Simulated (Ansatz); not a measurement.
Relaxation of BClH4O2 (8 atoms, charge 0, multiplicity 1), to a largest force component of 0.03 eV/Å in at most 50 steps.

Theory: RKS BLYP-D4/cc-pVDZ in Ansatz.

```xyz
8
Properties=species:S:1:pos:R:3
B 0.057 -0.306 0.019
Cl -0.010 -0.737 1.815
H 1.116 -0.061 -0.486
O -1.057 -0.484 -0.741
H -1.821 -0.802 -0.215
O -0.235 2.209 0.635
H -1.165 2.251 0.324
H -0.332 1.799 1.535
```

Task: Where does it end, and by what steps?

Result: The run converged. After 11 steps the energy has fallen by 0.055 eV; O6 moved furthest, 0.34 Å.

```csv
step,energy less start (eV),largest force component (eV/Å),accepted
0,0.0000,0.455,yes
1,0.0389,1.915,no
2,-0.0183,0.260,yes
3,-0.0311,0.331,yes
4,-0.0368,0.702,yes
5,-0.0473,0.373,yes
6,-0.0519,0.136,yes
7,-0.0532,0.122,yes
8,-0.0546,0.087,yes
9,-0.0547,0.058,yes
10,-0.0548,0.040,yes
11,-0.0549,0.009,yes
```

```xyz
8
Properties=species:S:1:pos:R:3
B 0.032 -0.091 0.084
Cl 0.035 -0.780 1.810
H 1.093 0.047 -0.462
O -1.097 -0.315 -0.683
H -1.818 -0.710 -0.152
O -0.204 1.876 0.583
H -1.078 2.046 0.164
H -0.410 1.796 1.542
```

Whether the end is a true minimum wasn't checked by a vibrational analysis.

The run took 24 s on 1 thread of Arm Neoverse V2, with other jobs on the host, peak memory 0.12 GiB.
